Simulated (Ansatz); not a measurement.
Geometry optimisation, RKS B3LYP-D4/6-31G* in Ansatz.

input.yaml

```yaml
crystal:
  periodic: [false, false, false]
  atoms:
    - { symbol: B, position_ang: [0.111783, -0.61742, -0.61719] }
    - { symbol: "N", position_ang: [-0.000943, -0.282657, 2.110337] }
    - { symbol: H, position_ang: [-0.668551, -0.547189, 2.834601] }
    - { symbol: H, position_ang: [0.693854, 0.307373, 2.566017] }
    - { symbol: C, position_ang: [1.425434, 0.240822, -0.797271] }
    - { symbol: H, position_ang: [2.341581, -0.315282, -0.570736] }
    - { symbol: H, position_ang: [1.507367, 0.62561, -1.823653] }
    - { symbol: H, position_ang: [1.38504, 1.123599, -0.14634] }
    - { symbol: C, position_ang: [-1.318017, -0.05533, -1.008359] }
    - { symbol: H, position_ang: [-2.147004, -0.506691, -0.451199] }
    - { symbol: H, position_ang: [-1.366313, 1.028715, -0.861824] }
    - { symbol: H, position_ang: [-1.516972, -0.234079, -2.077383] }
    - { symbol: O, position_ang: [0.313702, -1.943245, -0.238721] }
    - { symbol: C, position_ang: [-0.776484, -2.839653, -0.08764] }
    - { symbol: H, position_ang: [-0.366959, -3.832576, 0.121975] }
    - { symbol: H, position_ang: [-1.42542, -2.541704, 0.746727] }
    - { symbol: H, position_ang: [-1.388504, -2.894572, -0.995929] }
    - { symbol: H, position_ang: [0.488809, -1.14912, 1.821087] }
basis:
  gaussian: { orbitals: "6-31G*" }
hamiltonian:
  xc: b3lyp
  dispersion: d4
relax:
  f_tol: 0.03
  max_steps: 50
output:
  orbitals: {}
```

Command:

```bash
$ ansatz run input.yaml --threads 4 --pin off --max-ram 5120MiB --backend cpu --events-out ev --progress --plain --runs-dir out
```

Q: Where does it end, and by what steps?

A: The run converged. After 19 steps the energy has fallen by 0.185 eV; H4 moved furthest, 0.98 Å. Joined: B1–N2 (2.75 → 1.78 Å).

```json
{"step": "0", "energy less start (eV)": "0.0000", "largest force component (eV/Å)": "0.634", "accepted": "yes"}
{"step": "1", "energy less start (eV)": "-0.0214", "largest force component (eV/Å)": "0.473", "accepted": "yes"}
{"step": "2", "energy less start (eV)": "0.0758", "largest force component (eV/Å)": "2.289", "accepted": "no"}
{"step": "3", "energy less start (eV)": "-0.0314", "largest force component (eV/Å)": "0.132", "accepted": "yes"}
{"step": "4", "energy less start (eV)": "-0.0351", "largest force component (eV/Å)": "0.102", "accepted": "yes"}
{"step": "5", "energy less start (eV)": "-0.0401", "largest force component (eV/Å)": "0.293", "accepted": "yes"}
{"step": "6", "energy less start (eV)": "-0.0453", "largest force component (eV/Å)": "0.283", "accepted": "yes"}
{"step": "7", "energy less start (eV)": "-0.0566", "largest force component (eV/Å)": "0.429", "accepted": "yes"}
{"step": "8", "energy less start (eV)": "-0.0526", "largest force component (eV/Å)": "0.816", "accepted": "no"}
{"step": "9", "energy less start (eV)": "-0.0735", "largest force component (eV/Å)": "0.248", "accepted": "yes"}
{"step": "10", "energy less start (eV)": "-0.0878", "largest force component (eV/Å)": "0.146", "accepted": "yes"}
{"step": "11", "energy less start (eV)": "-0.1183", "largest force component (eV/Å)": "0.212", "accepted": "yes"}
{"step": "12", "energy less start (eV)": "-0.1565", "largest force component (eV/Å)": "0.392", "accepted": "yes"}
{"step": "13", "energy less start (eV)": "-0.1680", "largest force component (eV/Å)": "0.331", "accepted": "yes"}
{"step": "14", "energy less start (eV)": "-0.1783", "largest force component (eV/Å)": "0.125", "accepted": "yes"}
{"step": "15", "energy less start (eV)": "-0.1812", "largest force component (eV/Å)": "0.104", "accepted": "yes"}
{"step": "16", "energy less start (eV)": "-0.1836", "largest force component (eV/Å)": "0.049", "accepted": "yes"}
{"step": "17", "energy less start (eV)": "-0.1844", "largest force component (eV/Å)": "0.126", "accepted": "yes"}
{"step": "18", "energy less start (eV)": "-0.1850", "largest force component (eV/Å)": "0.043", "accepted": "yes"}
{"step": "19", "energy less start (eV)": "-0.1852", "largest force component (eV/Å)": "0.016", "accepted": "yes"}
```

```xyz
18
Properties=species:S:1:pos:R:3
B 0.118 -0.606 -0.148
N 0.092 -0.352 1.614
H -0.719 -0.791 2.050
H 0.092 0.636 1.870
C 1.447 0.179 -0.611
H 2.365 -0.260 -0.194
H 1.548 0.124 -1.702
H 1.441 1.248 -0.353
C -1.290 0.017 -0.642
H -2.181 -0.427 -0.174
H -1.347 1.102 -0.472
H -1.405 -0.128 -1.725
O 0.305 -2.028 -0.247
C -0.796 -2.894 -0.197
H -0.431 -3.926 -0.272
H -1.370 -2.816 0.747
H -1.507 -2.723 -1.019
H 0.930 -0.787 2.000
```

Whether the end is a true minimum wasn't checked by a vibrational analysis.

The run took 75 s on 4 threads of Intel(R) Xeon(R) Platinum 8259CL CPU @ 2.50GHz (Skylake/Cascade Lake), on a shared host, peak memory 0.34 GiB.
